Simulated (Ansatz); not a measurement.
C2H4F2OSi can be A, `O/C(=C\F)[SiH2]F`, or B, `OC1[SiH2]C1(F)F`.

Calculated with Ansatz (gas phase, PBE0-D4/def2-TZVP geometries, no zero-point term in ΔE). CCSD(T)/CBS adds triple-zeta CCSD(T) − MP2 to the extrapolated MP2 energy (def2 sets, frozen cores). Functionals use def2-TZVPP. B3LYP here is the variant with VWN-RPA as its local correlation; programs differ in this. One conformer a species, not always the lowest.

A:

Z-matrix (Å, degrees):
```
Si
F 1 1.600
C 1 1.862 2 106.7
H 1 1.481 2 108.6 3 -119.8
H 1 1.481 2 108.6 3 119.8
C 3 1.329 1 121.1 2 -0.0
O 3 1.361 1 115.4 2 180.0
F 6 1.348 3 120.1 1 -180.0
H 6 1.080 3 125.7 1 0.0
H 7 0.965 3 109.1 1 180.0
```

B:

```xyz
10

O    -0.326    1.134    1.540
C     0.349    0.582    0.466
Si    0.565   -1.228   -0.106
C    -0.366    0.244   -0.823
F    -1.717    0.196   -0.640
F    -0.109    0.979   -1.921
H    -1.259    0.908    1.456
H     1.270    1.127    0.257
H     1.890   -1.622   -0.630
H    -0.296   -2.319    0.399
```

Which is lower in electronic energy at CCSD(T)/CBS, and by how much? (An estimate is asked.)

Computed: A, by 72.4 kcal/mol.

Give E(B) − E(A) in kcal/mol with B2PLYP, HF/def2-TZVPP, CCSD/def2-TZVPP, B3LYP, B3LYP-D4, r2SCAN-D4, CCSD(T)/def2-TZVPP. (Best estimate.)

The calculation gave: B2PLYP 72.9, HF/def2-TZVPP 79.9, CCSD/def2-TZVPP 72.7, B3LYP 71.7, B3LYP-D4 71.5, r2SCAN-D4 67.8, CCSD(T)/def2-TZVPP 71.7. None reverses the order clearly.

Largest T1 diagnostic: 0.013.

In def2-TZVPP, CCSD(T) changes the Hartree–Fock value by −8.2 kcal/mol (the triples alone add −1.0 kcal/mol) and MP2 by −6.5 kcal/mol. From PBE to PBE0 (25 % exact exchange), in def2-TZVPP and without D4, E(B) − E(A) moves by +2.1 kcal/mol.
